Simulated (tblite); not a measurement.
C2H2Cl, charge -1, singlet, geometry from GFN2-xTB; GFN1-xTB in tblite.

Here is a job for tblite.
```
$ tblite run mol.xyz --method gfn1 --charge -1 --spin 0 --json tblite.json --no-restart

# file mol.xyz
5

C     -0.11782134     0.97244023     0.00402460
C      1.20949826     1.06784053     0.01132795
Cl    -0.59700984    -0.85895942    -0.00717248
H      1.97685805     0.28124257     0.01154024
H      1.62224777     2.07938296     0.01827654
```

It wrote (shortened):

```
xTB calculator
 | screened Coulomb repulsion
 | Coulomb electrostatics
 |  * isotropic Klopman-Ohno-Mataga-Nishimoto electrostatics
 |  * onsite third-order electrostatics
 | DFT-D3(BJ) dispersion correction

halogen bonding energy    0.0000000000000E+00 Eh
repulsion energy          8.1090182874488E-02 Eh
dispersion energy        -1.1607220902691E-03 Eh
number of electrons       1.8000000000000E+01 e
integral cutoff           1.9731147476801E+01 bohr

------------------------------------------------------------
  cycle        total energy    energy error   density error
------------------------------------------------------------
      1     -9.631768032984  -9.7116975E+00   5.4740622E-01
      2     -9.673868355102  -4.2100322E-02   3.4690261E-01
      3     -9.674646781284  -7.7842618E-04   1.3854898E-01
      4     -9.674832108465  -1.8532718E-04   1.0444202E-02
      5     -9.674846237305  -1.4128840E-05   1.3689746E-03
      6     -9.674846517853  -2.8054776E-07   2.7768858E-04
      7     -9.674846546897  -2.9044044E-08   2.6293244E-05
      8     -9.674846547142  -2.4457592E-10   6.4000411E-06
------------------------------------------------------------

electronic energy        -9.7547760079261E+00 Eh
total energy             -9.6748465471418E+00 Eh

Post processing:
 | Mayer-Wiberg bond orders

[Info] JSON dump of results written to 'tblite.json'
```
